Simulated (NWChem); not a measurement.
Molecule: SiH$_{3}$TeOCl; SMILES [SiH3]O[Te]Cl

Computed with NWChem. The geometry was optimised at PBE0/def2-SVP. Not confirmed as a minimum by frequencies. def2 effective core potentials on Te; no spin-orbit coupling. One conformer.

Diagonal of the polarisability tensor at CAM-B3LYP/def2-SVPD, static: 86.92, 96.88, 68.79 bohr³.

Find the mean polarisability volume, the molar refraction, and the refractive index that an ideal gas of it would have at 273.15 K and 1 atm.


1. Mean: one third of the trace = 84.20 bohr³ × 0.14818 Å³/bohr³ = 12.48 Å³.
2. Molar refraction (Lorentz-Lorenz): (4π/3) N_A α = 31.5 cm³/mol.
3. Number density p/kT = 2.687 × 10⁻⁵ Å⁻³; n − 1 = 2π N α = 21.06 × 10⁻⁴.
4. These hold the electronic response alone: vibrational and orientational terms add to the static dielectric constant.
